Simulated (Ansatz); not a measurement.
One change: `[AsH2]CB1CC1` becomes `ClB1CC1`.

Ansatz, PBE0-D4/def2-TZVP geometries, multiplicity 1. Each molecule was computed in one conformer, which needn't be the lowest.

Scalar relativity is left out up to krypton.

```json
{"property": "HOMO energy (PBE0/def2-TZVPP) / eV", "`[AsH2]CB1CC1`": "-6.91"}
{"property": "HOMO–LUMO gap (PBE0/def2-TZVPP) / eV", "`[AsH2]CB1CC1`": "6.27"}
{"property": "HOMO energy (B3LYP/def2-TZVPP) / eV", "`[AsH2]CB1CC1`": "-6.71"}
{"property": "HOMO energy (ωB97M-V/def2-TZVPP) / eV", "`[AsH2]CB1CC1`": "-9.20"}
{"property": "HOMO–LUMO gap (PBE/def2-TZVPP) / eV", "`[AsH2]CB1CC1`": "4.07"}
{"property": "LUMO energy (PBE0/def2-TZVPP) / eV", "`[AsH2]CB1CC1`": "-0.64"}
```

Q: Give the same properties after the change, and the shifts. (An estimate is asked.)

A: Ansatz gave: 
```csv
property,`ClB1CC1`,shift
HOMO energy (PBE0/def2-TZVPP) / eV,-7.27,-0.36
HOMO–LUMO gap (PBE0/def2-TZVPP) / eV,6.13,-0.14
HOMO energy (B3LYP/def2-TZVPP) / eV,-7.07,-0.36
HOMO energy (ωB97M-V/def2-TZVPP) / eV,-9.52,-0.32
HOMO–LUMO gap (PBE/def2-TZVPP) / eV,3.83,-0.24
LUMO energy (PBE0/def2-TZVPP) / eV,-1.14,-0.50
```

With PBE0 the HOMO falls by 0.36 eV and the LUMO falls by 0.50 eV, so the gap narrows by about 0.14 eV. PBE moves the HOMO by -0.35 eV and ωB97M-V by -0.32 eV.

B3LYP here is the variant with VWN-RPA as its local correlation; programs differ in this.
